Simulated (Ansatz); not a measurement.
Relaxation of CH8SeSi3 (13 atoms, charge 0, multiplicity 1), to a largest force component of 0.015 eV/Å in at most 40 steps.

Theory: RKS PBE0-D4/def2-SVP (Ansatz).

```xyz
13
Properties=species:S:1:pos:R:3:forces:R:3
Si -1.665 0.035 -0.492 -0.96 1.92 -0.67
C 0.125 0.190 -0.223 0.33 -0.83 1.05
Si 1.028 -1.421 -0.155 -0.99 -0.93 -0.05
Si 0.709 1.437 1.016 -1.84 1.23 -1.89
Se 0.998 1.527 -1.314 0.64 1.02 0.28
H -2.292 1.447 -0.577 0.32 -0.68 0.08
H -1.942 -0.627 -1.762 -0.13 -0.42 -0.56
H -2.291 -0.641 0.602 -0.59 -0.80 0.99
H 0.759 -2.192 -1.405 0.13 -0.01 -0.09
H 0.479 -2.255 0.978 0.10 0.11 -0.08
H 2.438 -1.212 0.036 1.10 0.16 0.15
H 1.899 1.143 1.763 0.66 -0.03 0.73
H -0.455 2.400 1.432 1.23 -0.72 0.07
```

Problem. Where does it end, and by what steps?

Solution. It converged. After 5 steps the energy has fallen by 0.536 eV; H8 moved furthest, 0.25 Å.

```json
{"step": "0", "energy less start (eV)": "0.0000", "largest force component (eV/Å)": "1.917", "accepted": "yes"}
{"step": "1", "energy less start (eV)": "-0.4659", "largest force component (eV/Å)": "0.657", "accepted": "yes"}
{"step": "2", "energy less start (eV)": "-0.5212", "largest force component (eV/Å)": "0.205", "accepted": "yes"}
{"step": "3", "energy less start (eV)": "-0.5287", "largest force component (eV/Å)": "0.210", "accepted": "yes"}
{"step": "4", "energy less start (eV)": "-0.5322", "largest force component (eV/Å)": "0.157", "accepted": "yes"}
{"step": "5", "energy less start (eV)": "-0.5359", "largest force component (eV/Å)": "0.009", "accepted": "yes"}
```

```xyz
13
Properties=species:S:1:pos:R:3
Si -1.768 0.059 -0.486
C 0.075 0.121 -0.133
Si 1.029 -1.496 -0.115
Si 0.730 1.538 0.868
Se 1.000 1.495 -1.355
H -2.345 1.434 -0.404
H -2.012 -0.503 -1.848
H -2.443 -0.820 0.522
H 0.951 -2.153 -1.455
H 0.437 -2.418 0.905
H 2.459 -1.235 0.227
H 1.918 1.306 1.728
H -0.241 2.504 1.444
```

The run took 71 s on 2 threads of Arm Neoverse N1 (shared host), peak memory 0.42 GiB.
